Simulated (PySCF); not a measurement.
# Charge on either side of a bond

C4H8FNSi.
SMILES with atom numbers: `[N:1]#[C:2][CH2:3][C@H:4]([SiH3:5])[CH2:6][F:7]` (hydrogens: H8, H9 on C3; H10 on C4; H11, H12, H13 on Si5; H14, H15 on C6)

Cartesian coordinates in Å at the GFN2-xTB level; atoms count from 1:
```xyz
15
C4H8FNSi angstrom
N      3.1826   -1.1342   -0.0312
C      2.3151   -0.4005   -0.1617
C      1.1872    0.4795   -0.3262
C     -0.1327   -0.3049   -0.2520
Si    -1.6179    0.8077   -0.7431
C     -0.3189   -0.8777    1.1446
F     -0.5723    0.1344    2.0443
H      1.2817    0.9840   -1.2916
H      1.2119    1.2354    0.4637
H     -0.0689   -1.1571   -0.9359
H     -1.6670    1.9596    0.1508
H     -2.8284   -0.0069   -0.6530
H     -1.3748    1.2377   -2.1224
H      0.5774   -1.3966    1.5043
H     -1.1794   -1.5522    1.1875
```

Atomic charges (e) from the PBE0/pcSseg-1 density (PySCF):

| atom | Mulliken | IAO | Hirshfeld | ESP-fitted |
| --- | --- | --- | --- | --- |
| N1 | -0.2441 | -0.2516 | -0.2296 | -0.4959 |
| C2 | +0.0588 | +0.1392 | +0.0877 | +0.4405 |
| C3 | -0.1716 | -0.3001 | -0.0445 | -0.3878 |
| C4 | -0.6133 | -0.3772 | -0.1068 | +0.0123 |
| Si5 | +0.5240 | +0.5948 | +0.3172 | +0.3196 |
| C6 | +0.2019 | +0.0404 | +0.0239 | -0.0400 |
| F7 | -0.3405 | -0.3315 | -0.1091 | -0.2117 |
| H8 | +0.1783 | +0.1780 | +0.0667 | +0.1539 |
| H9 | +0.1825 | +0.1840 | +0.0644 | +0.1691 |
| H10 | +0.1673 | +0.1582 | +0.0504 | +0.0642 |
| H11 | -0.0487 | -0.1022 | -0.0691 | -0.0623 |
| H12 | -0.0766 | -0.1083 | -0.0690 | -0.0785 |
| H13 | -0.0795 | -0.1162 | -0.0745 | -0.0940 |
| H14 | +0.1406 | +0.1488 | +0.0442 | +0.1171 |
| H15 | +0.1207 | +0.1437 | +0.0485 | +0.0935 |

Cut each of the bonds C2–C3, C3–C4, Si5–C4 and C6–C4 in turn and sum the charges on the side of the atom named first.

In e; the other side holds the opposite charge:

```
bond cut  piece  atoms  Mulliken     IAO  Hirshfeld  ESP-fitted
   C2–C3     CN      2    -0.185  -0.112     -0.142      -0.055
   C3–C4  C2H2N      5    +0.004  -0.050     -0.055      -0.120
  Si5–C4   SiH3      4    +0.319  +0.268     +0.105      +0.085
   C6–C4   CH2F      4    +0.123  +0.001     +0.008      -0.041
```

Extremes among these pieces. Mulliken: lowest CN at C2, highest SiH3 at Si5; IAO: lowest CN at C2, highest SiH3 at Si5; Hirshfeld: lowest CN at C2, highest SiH3 at Si5; ESP-fitted: lowest C2H2N at C3, highest SiH3 at Si5.

Do the schemes agree better on the pieces than on the single atoms at the cuts?

The spread between schemes averages 0.163 e for the pieces and 0.311 e for the atoms named first; it is smaller for the piece at 4 of the 4 cuts. On average they agree better on the pieces. The sign differs between schemes (beyond ±0.03 e) for CH2F at C6.

The structure is a single GFN2-xTB conformer in the gas phase; no vibrational or solvent corrections.
